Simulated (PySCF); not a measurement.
## Working out the excitation energy of Te

Te [Kr] 4d10 5s2 5p4 (3P) → Te [Kr] 4d10 5s1 5p4 6s1 (5P). All numbers are calculated (PySCF 2.14, a scalar-relativistic core potential, in aug-cc-pwCVDZ-PP with ECP28MDF). Frozen: nothing. Energies in hartree (1 hartree = 27.21139 eV):

```tsv
part	Te (lower)	Te (upper)
UHF	-266.998935	-266.482766
MP2 opposite-spin	-0.310939	-0.301175
MP2 same-spin	-0.175929	-0.172892
```

Question: What does Hartree-Fock give?

Answer: (-266.482766) − (-266.998935) = 0.516169 hartree = 14.046 eV.

Question: What do MP2 and SCS-MP2 (6/5 opposite-spin, 1/3 same-spin) give?

Answer: The opposite-spin parts differ by 0.266 eV and the same-spin parts by 0.083 eV. MP2: 14.046 + (0.266) + (0.083) = 14.395 eV. SCS-MP2: 14.046 + 1.2 × (0.266) + (0.083)/3 = 14.393 eV.

The upper state lies above the first ionisation limit, where it may autoionise and the basis confines it. A Rydberg-like electron needs more diffuse functions than a valence basis has.

A double-zeta basis recovers only part of the correlation energy.
